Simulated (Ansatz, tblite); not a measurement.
Forces on the cluster MgB6 at its PBE0-D4/def2-SVP geometry. Total charge 0; singlet.

The xTB rows come from tblite. The restricted singlet is unstable towards broken spin symmetry in Hartree–Fock (as tested in another run); at PBE-D4/def2-TZVP this wasn't settled. Another isomer (singlet) lies 0.34 eV lower at PBE0-D4/def2-TZVP; other spin states weren't run for this one.

GFN1-xTB (tblite), largest force 2.03 eV/Å:

```xyz
7
positions Å, forces eV/Å
Mg    0.435    0.368    1.852    0.163    0.136    0.674
B     0.524    0.387   -0.950    0.206    1.945   -0.518
B     1.655   -0.307    0.069   -0.827    0.369   -0.182
B     0.576   -1.334   -0.532   -1.095   -0.363    0.349
B    -0.845   -0.659   -0.419   -0.254   -1.977    0.373
B    -1.483    0.453    0.658    0.697   -0.488   -0.379
B    -0.862    1.091   -0.678    1.110    0.379   -0.318
```

GFN2-xTB (tblite), largest force 2.05 eV/Å:

```
Mg -0.129 -0.109 -0.561
B -0.124 0.393 0.801
B -1.943 -0.150 -0.610
B -0.516 1.522 0.374
B 0.477 -0.085 0.756
B 1.471 -0.260 -1.402
B 0.763 -1.311 0.642
```

PBE-D4/def2-TZVP (Ansatz), largest force 0.21 eV/Å:

```
Mg 0.014 0.008 0.043
B 0.178 -0.054 0.068
B -0.110 -0.003 -0.158
B 0.078 0.068 0.033
B -0.147 0.092 0.117
B 0.031 -0.068 -0.186
B -0.042 -0.042 0.083
```
